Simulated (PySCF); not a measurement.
**Working out the ionisation energy of Fe²⁺**

Fe²⁺ [Ar] 3d6 (5D) → Fe³⁺ [Ar] 3d5 (6S). All numbers are calculated (PySCF 2.14, the non-relativistic Hamiltonian (point nucleus), in aug-cc-pVDZ). Frozen: [Ar]. Energies in hartree (1 hartree = 27.21139 eV):

```json
{"part": "UHF", "Fe²⁺ (lower)": "-1261.660801", "Fe³⁺ (upper)": "-1260.606536"}
{"part": "CCSD correlation", "Fe²⁺ (lower)": "-0.103313", "Fe³⁺ (upper)": "-0.053072"}
{"part": "(T)", "Fe²⁺ (lower)": "-0.001225", "Fe³⁺ (upper)": "-0.000349"}
```

What does Hartree-Fock give?

(-1260.606536) − (-1261.660801) = 1.054265 hartree = 28.688 eV.

What do CCSD and CCSD(T) give?

The CCSD correlation energies differ by 0.050241 hartree = 1.367 eV and the triples by 0.000876 hartree = 0.024 eV, so CCSD gives 30.055 eV and CCSD(T) 30.079 eV.

Reference: 30.651 ± 0.012 eV (measured; NIST Atomic Spectra Database, ionization energies), between the lowest levels; spin-orbit coupling is absent from the calculation.

The calculation is non-relativistic.

A double-zeta basis recovers only part of the correlation energy.

What remains against the reference includes basis incompleteness, the frozen core and higher excitations.
